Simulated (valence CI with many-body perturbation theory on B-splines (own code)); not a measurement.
# E1 line list for Ti8+

Computed by configuration interaction combined with many-body perturbation theory (CI+MBPT): four valence electrons over a frozen Dirac-Fock core [Ne], radial functions for each j: 11 s, 11 p, 9 d, 7 f, 5 g, 2 h, 1 i, with the one-electron correlation potential Σ1 (screened to all orders), the two-electron term Σ2, the three-electron term Σ3, Breit, model QED; selected single and double excitations, second order for the rest, scaled by the run's own slope (own B-spline code, finite nucleus).

No measured spectrum was set against this ion. As an estimate, levels of excited configurations hold to 0.05 to 0.15 % of their energy, terms of the ground configuration to about 0.5 %.

Lines 51 to 100 of 225 in falling wavelength, among levels below 590010 cm⁻¹, chosen from the strongest by gf and those to the six lowest levels. Wavelengths and rates use the calculated energies, so an error of 100 cm⁻¹ moves a line at 455.4 Å by 0.046 % and its rate by three times that or more. Electric multipoles are in the length gauge, E1 and E2 with the static RPA response of the core. Weak lines are less certain than strong ones. Lines between different terms over intervals too small for the method are left out, as are lines whose strength nearly cancels. The highest levels of a list are the least certain.

Names give the largest LS component (configuration and term), which can be under half, so a name can repeat, a term be missing and a line seem to break the LS rules; names also repeat where a configuration has a term twice. Letters in brackets count levels of one name in rising energy.

| λ vac (Å) | Upper | Lower | A (s⁻¹) | log gf | Branch % |
| --- | --- | --- | --- | --- | --- |
| 455.4 | 3s.3p2.3d 1P_1 | 3s2.3p.3d 3P°_2 [a] | 9.98e+08 | -1.03 | 3.3 |
| 454.8 | 3s.3p2.3d 3P_1 [a] | 3s.3p3 3S°_1 | 6.33e+08 | -1.23 | 2.4 |
| 453.2 | 3s.3p2.3d 3P_2 [b] | 3s2.3p.3d 3P°_1 | 2.06e+08 | -1.50 | 0.6 |
| 452.2 | 3s.3p2.3d 3G_4 | 3s2.3p.3d 3F°_4 | 1.76e+08 | -1.31 | 4.4 |
| 450.9 | 3s.3p2.3d 3G_5 | 3s2.3p.3d 3F°_4 | 3.79e+09 | 0.10 | 100.0 |
| 448.0 | 3s.3p2.3d 3P_1 [b] | 3s2.3p.3d 3P°_2 [a] | 4.24e+08 | -1.42 | 1.3 |
| 447.6 | 3s.3p3 3P°_1 | 3s2.3p2 3P_2 | 7.01e+08 | -1.20 | 30.9 |
| 447.3 | 3s.3p3 3P°_2 | 3s2.3p2 3P_2 | 1.76e+09 | -0.58 | 82.2 |
| 445.7 | 3s.3p2.3d 3G_3 | 3s2.3p.3d 3F°_3 | 2.52e+08 | -1.28 | 6.0 |
| 445.0 | 3s.3p2.3d 3P_2 [b] | 3s2.3p.3d 3P°_2 [a] | 2.18e+08 | -1.49 | 0.7 |
| 444.7 | 3s.3p2.3d 3G_4 | 3s2.3p.3d 3F°_3 | 3.80e+09 | 0.01 | 95.1 |
| 443.7 | 3s.3p3 1D°_2 | 3s2.3p2 1D_2 | 3.09e+09 | -0.34 | 99.0 |
| 440.5 | 3s.3p2.3d 3G_3 | 3s2.3p.3d 3F°_2 | 3.84e+09 | -0.11 | 92.2 |
| 439.6 | 3s.3p3 3P°_0 | 3s2.3p2 3P_1 | 2.30e+09 | -1.18 | 100.0 |
| 439.4 | 3s.3p3 3P°_1 | 3s2.3p2 3P_1 | 8.22e+08 | -1.15 | 36.1 |
| 439.1 | 3s.3p3 3P°_2 | 3s2.3p2 3P_1 | 3.79e+08 | -1.26 | 17.7 |
| 438.9 | 3p4 3P_2 | 3s.3p3 3D°_3 | 3.26e+09 | -0.33 | 66.7 |
| 437.8 | 3s.3p2.3d 3S_1 | 3s2.3p.3d 3P°_2 [b] | 5.59e+08 | -1.32 | 1.7 |
| 437.6 | 3p4 3P_2 | 3s.3p3 3D°_2 | 7.15e+08 | -0.99 | 14.6 |
| 436.0 | 3s.3p2.3d 3S_1 | 3s2.3p.3d 3P°_1 | 8.51e+08 | -1.14 | 2.6 |
| 433.4 | 3s.3p3 3P°_1 | 3s2.3p2 3P_0 | 7.34e+08 | -1.21 | 32.3 |
| 428.8 | 3p4 3P_1 | 3s.3p3 3D°_2 | 2.88e+09 | -0.62 | 57.7 |
| 428.7 | 3p4 3P_1 | 3s.3p3 3D°_1 | 1.09e+09 | -1.04 | 21.9 |
| 428.4 | 3s.3p2.3d 3S_1 | 3s2.3p.3d 3P°_2 [a] | 6.18e+08 | -1.29 | 1.9 |
| 425.9 | 3p4 3P_0 | 3s.3p3 3D°_1 | 3.93e+09 | -0.97 | 77.9 |
| 418.4 | 3s.3p3 3S°_1 | 3s2.3p2 1S_0 | 1.63e+08 | -1.89 | 0.4 |
| 405.3 | 3s.3p3 1D°_2 | 3s2.3p2 3P_2 | 1.61e+07 | -2.70 | 0.5 |
| 399.8 | 3s.3p3 1P°_1 | 3s2.3p2 1S_0 | 2.39e+09 | -0.77 | 10.0 |
| 398.6 | 3s.3p3 1D°_2 | 3s2.3p2 3P_1 | 1.58e+07 | -2.73 | 0.5 |
| 395.6 | 3s.3p2.3d 3F_3 [b] | 3s2.3p.3d 3F°_4 | 2.11e+08 | -1.46 | 0.6 |
| 393.1 | 3s.3p2.3d 3F_2 [b] | 3s2.3p.3d 3F°_3 | 3.57e+08 | -1.38 | 1.1 |
| 390.9 | 3s.3p2.3d 3F_4 [b] | 3s2.3p.3d 3F°_4 | 2.52e+09 | -0.28 | 6.8 |
| 389.9 | 3s.3p2.3d 3F_3 [b] | 3s2.3p.3d 3F°_3 | 2.58e+09 | -0.39 | 7.5 |
| 389.1 | 3s.3p2.3d 3F_2 [b] | 3s2.3p.3d 3F°_2 | 3.22e+09 | -0.44 | 9.6 |
| 388.4 | 3s.3p2.3d 3D_3 [b] | 3s2.3p.3d 3F°_4 | 3.38e+08 | -1.27 | 1.7 |
| 385.9 | 3s.3p2.3d 3F_3 [b] | 3s2.3p.3d 3F°_2 | 2.44e+08 | -1.42 | 0.7 |
| 385.5 | 3s.3p2.3d 3D_2 [b] | 3s2.3p.3d 3F°_3 | 5.35e+08 | -1.22 | 2.5 |
| 385.3 | 3s.3p2.3d 3F_4 [b] | 3s2.3p.3d 3F°_3 | 1.67e+08 | -1.48 | 0.5 |
| 383.2 | 3s.3p2.3d 3D_1 [b] | 3s2.3p.3d 3F°_2 | 5.14e+08 | -1.47 | 2.3 |
| 368.1 | 3s.3p3 3S°_1 | 3s2.3p2 1D_2 | 6.49e+08 | -1.40 | 1.7 |
| 360.8 | 3s.3p2.3d 3P_2 [b] | 3s.3p3 3S°_1 | 3.44e+08 | -1.47 | 1.0 |
| 357.6 | 3s2.3p.3d 3F°_2 | 3s2.3p2 1D_2 | 6.61e+07 | -2.20 | 62.7 |
| 355.0 | 3s.3p2.3d 3D_1 [c] | 3s2.3p.3d 3F°_2 | 1.76e+10 | 0.00 | 64.7 |
| 354.3 | 3s2.3p.3d 3F°_3 | 3s2.3p2 1D_2 | 1.02e+07 | -2.87 | 15.5 |
| 353.6 | 3s.3p3 1P°_1 | 3s2.3p2 1D_2 | 1.81e+10 | 0.01 | 76.2 |
| 352.4 | 3p4 3P_2 | 3s.3p3 5S°_2 | 4.22e+06 | -3.41 | 0.1 |
| 350.1 | 3s.3p2.3d 3P_2 [a] | 3s.3p3 3P°_2 | 2.88e+09 | -0.58 | 10.9 |
| 349.9 | 3s.3p2.3d 3P_2 [a] | 3s.3p3 3P°_1 | 1.13e+09 | -0.98 | 4.3 |
| 346.8 | 3p4 3P_1 | 3s.3p3 5S°_2 | 1.25e+06 | -4.17 | 0.0 |
| 345.6 | 3s.3p2.3d 3P_1 [a] | 3s.3p3 3P°_2 | 3.32e+09 | -0.75 | 12.5 |

Q: How does gf follow from A for the line at 428.8 Å?

A: gf = 1.4992 × (2J+1)_upper × A / σ², with σ = 233184 cm⁻¹ and 2J+1 = 3: gf = 0.238.
